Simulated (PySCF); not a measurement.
Computed properties of CH₆Sn, SMILES [CH3][SnH3]

Sn(H)3(Me) (CH₆Sn), SMILES [CH3][SnH3]. The structure is a stationary point at PBE0-D3(BJ)/def2-TZVP. The def2 effective core potentials stand for the cores of Sn; spin–orbit coupling is left out. Other conformers were not sampled. All values are computed for the isolated molecule unless a solvent is named; none is compared with measurement here.

**Structure.** The optimised structure has C3v symmetry. All 18 harmonic modes at PBE0-D3(BJ)/def2-TZVP (PySCF) are real, so it is a minimum.

**Vibrations.** The strongest infrared lines (harmonic, unscaled, degenerate partners summed) lie at 1938 cm⁻¹ (477 km/mol, H 99 %), 698 cm⁻¹ (184 km/mol, H 97 %), 727 cm⁻¹ (149 km/mol, H 98 %). The softest mode is at 112 cm⁻¹ and the zero-point energy is 35.1 kcal/mol.

**Electronic structure.** CAM-B3LYP/def2-TZVPD (PySCF) places the frontier levels at -9.73 and 0.57 eV, a gap of 10.30 eV, and gives a dipole moment of 0.74 D and a mean polarisability of 56.9 bohr³.

**Excitations.** TDDFT-B3LYP/def2-SVPD (PySCF) has S1 at 7.24 eV (171 nm, f = 0.009, weak); the most intense of the 10 singlets computed lies at 7.78 eV (f = 0.46). Strengths of degenerate partners are summed. T1 (TDA) is at 6.69 eV. No vertical singlet excitation falls in the visible range (under 3.1 eV).
